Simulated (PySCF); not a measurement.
hydrogen peroxide (H$_{2}$O$_{2}$), singlet, at a GFN2-xTB geometry; BLYP/def2-SVP, TDA in PySCF.

Input for PySCF:
```python
from pyscf import gto, scf, dft, tdscf

mol = gto.Mole()
mol.atom = '''
    O    -0.02311961    0.70996455   -0.01256427
    O     0.02311961   -0.70996455    0.01256427
    H     0.91389752    0.94248526   -0.03262698
    H    -0.91389752   -0.94248526    0.03262698
'''
mol.basis = 'def2-svp'
mol.verbose = 4
mol.build()

mf = dft.RKS(mol)
mf.xc = 'blyp'
mf.kernel()
td = mf.TDA()
td.nstates = 5
td.kernel()
td.analyze()
```

What the program printed (banner, timings and long lists left out):

```
PySCF version 2.14.0

[INPUT] verbose = 4
[INPUT] num. atoms = 4
[INPUT] num. electrons = 18
[INPUT] charge = 0
[INPUT] spin (= nelec alpha-beta = 2S) = 0
[INPUT] symmetry False subgroup None
[INPUT] Mole.unit = angstrom
[INPUT] Symbol           X                Y                Z      unit          X                Y                Z       unit  Magmom
[INPUT]  1 O     -0.023119610000   0.709964550000  -0.012564270000 AA   -0.043689731007   1.341638557650  -0.023743029255 Bohr   0.0
[INPUT]  2 O      0.023119610000  -0.709964550000   0.012564270000 AA    0.043689731007  -1.341638557650   0.023743029255 Bohr   0.0
[INPUT]  3 H      0.913897520000   0.942485260000  -0.032626980000 AA    1.727016018719   1.781039017839  -0.061656056472 Bohr   0.0
[INPUT]  4 H     -0.913897520000  -0.942485260000   0.032626980000 AA   -1.727016018719  -1.781039017839   0.061656056472 Bohr   0.0

nuclear repulsion = 37.3135347845593
number of shells = 18
number of NR pGTOs = 62
number of NR cGTOs = 38
basis = def2-svp
ecp = {}

******** <class 'pyscf.dft.rks.RKS'> ********
method = RKS
initial guess = minao
damping factor = 0
level_shift factor = 0
DIIS = <class 'pyscf.scf.diis.CDIIS'>
diis_start_cycle = 1
diis_space = 8
diis_damp = 0
SCF conv_tol = 1e-09
SCF conv_tol_grad = None
SCF max_cycles = 50
direct_scf = True
direct_scf_tol = 1e-13
XC library pyscf.dft.libxc version 7.1.2
    S. Lehtola, C. Steigemann, M. J. T. Oliveira, and M. A. L. Marques,  SoftwareX 7, 1–5 (2018)
XC functionals = blyp
    A. D. Becke,  Phys. Rev. A 38, 3098 (1988)
    C. Lee, W. Yang, and R. G. Parr,  Phys. Rev. B 37, 785 (1988)
    B. Miehlich, A. Savin, H. Stoll, and H. Preuss,  Chem. Phys. Lett. 157, 200 (1989)
radial grids:
    Treutler-Ahlrichs [JCP 102, 346 (1995); DOI:10.1063/1.469408] (M4) radial grids

becke partition: Becke, JCP 88, 2547 (1988); DOI:10.1063/1.454033
pruning grids: <function nwchem_prune>
grids dens level: 3
symmetrized grids: False
atomic radii adjust function: <function treutler_atomic_radii_adjust>
small_rho_cutoff = 0
Set gradient conv threshold to 3.16228e-05
Initial guess from minao.
tot grids = 47784
init E= -151.520322883713
  HOMO = -0.30958256958184  LUMO = -0.0896690143986634  gap/eV = 5.98415
cycle= 1 E= -151.325423974693  delta_E= 0.195  |g|= 0.611  |ddm|= 1.93
  HOMO = -0.0521542819503638  LUMO = 0.0594243223116977  gap/eV = 3.03621
cycle= 2 E= -151.260895903604  delta_E= 0.0645  |g|= 0.852  |ddm|= 1.05
  HOMO = -0.17771560990948  LUMO = -0.00404697640748264  gap/eV = 4.72576
cycle= 3 E= -151.397578519797  delta_E= -0.137  |g|= 0.0649  |ddm|= 0.644
  HOMO = -0.172138770445482  LUMO = 0.00442808841100506  gap/eV = 4.80463
cycle= 4 E= -151.39830763213  delta_E= -0.000729  |g|= 0.0079  |ddm|= 0.047
  HOMO = -0.172311100538272  LUMO = 0.00421309245642787  gap/eV = 4.80347
cycle= 5 E= -151.39831908124  delta_E= -1.14e-05  |g|= 0.00113  |ddm|= 0.00639
  HOMO = -0.172437816934125  LUMO = 0.00409282933288191  gap/eV = 4.80364
cycle= 6 E= -151.398319306941  delta_E= -2.26e-07  |g|= 0.000118  |ddm|= 0.000774
  HOMO = -0.17246006166509  LUMO = 0.00407416962660534  gap/eV = 4.80374
cycle= 7 E= -151.398319309632  delta_E= -2.69e-09  |g|= 1.75e-06  |ddm|= 8.87e-05
  HOMO = -0.172460001084898  LUMO = 0.0040743300111572  gap/eV = 4.80374
cycle= 8 E= -151.398319309633  delta_E= -8.81e-13  |g|= 8.87e-08  |ddm|= 1.36e-06
  HOMO = -0.172459994656938  LUMO = 0.00407433920997935  gap/eV = 4.80374
Extra cycle  E= -151.398319309633  delta_E= 3.98e-13  |g|= 6.53e-08  |ddm|= 1.52e-07
converged SCF energy = -151.398319309633

******** <class 'pyscf.tdscf.rks.TDA'> for <class 'pyscf.dft.rks.RKS'> ********
nstates = 5 singlet
deg_eia_thresh = 1.000e-03
wfnsym = None
conv_tol = 1e-05
eigh lindep = 1e-12
eigh level_shift = 0
eigh max_cycle = 100

Excitation energies (eV)
[5.36378831 5.68153274 7.11480423 8.81022497 8.86961023]

** Singlet excitation energies and oscillator strengths **
Excited State   1:      5.36379 eV    231.15 nm  f=0.0000
       9 -> 10        0.70040
Excited State   2:      5.68153 eV    218.22 nm  f=0.0000
       9 -> 11       -0.70626
Excited State   3:      7.11480 eV    174.26 nm  f=0.0051
       9 -> 12       -0.70087
Excited State   4:      8.81022 eV    140.73 nm  f=0.0000
       8 -> 11        0.70412
Excited State   5:      8.86961 eV    139.79 nm  f=0.0394
       5 -> 10        0.11708
       8 -> 10       -0.66113
       8 -> 12       -0.19474

** Transition electric dipole moments (AU) **
state          X           Y           Z        Dip. S.      Osc.
  1         0.0003      0.0004      0.0192      0.0004      0.0000
  2        -0.0000     -0.0000     -0.0000      0.0000      0.0000
  3        -0.0029     -0.0031     -0.1706      0.0291      0.0051
  4        -0.0000      0.0000     -0.0000      0.0000      0.0000
  5        -0.2905      0.3117     -0.0008      0.1815      0.0394

** Transition velocity dipole moments (imaginary part, AU) **
state          X           Y           Z        Dip. S.      Osc.
  1         0.0021      0.0023      0.1259      0.0159      0.0536
  2        -0.0000     -0.0000     -0.0000      0.0000      0.0000
  3        -0.0009     -0.0010     -0.0563      0.0032      0.0081
  4        -0.0000      0.0000      0.0000      0.0000      0.0000
  5        -0.1396      0.0174      0.0020      0.0198      0.0405

** Transition magnetic dipole moments (imaginary part, AU) **
state          X           Y           Z
  1         0.0000     -0.0000     -0.0000
  2         0.5585     -0.2622     -0.0046
  3         0.0000     -0.0000     -0.0000
  4         0.0152      0.0164      0.8993
  5        -0.0000     -0.0000     -0.0000
```
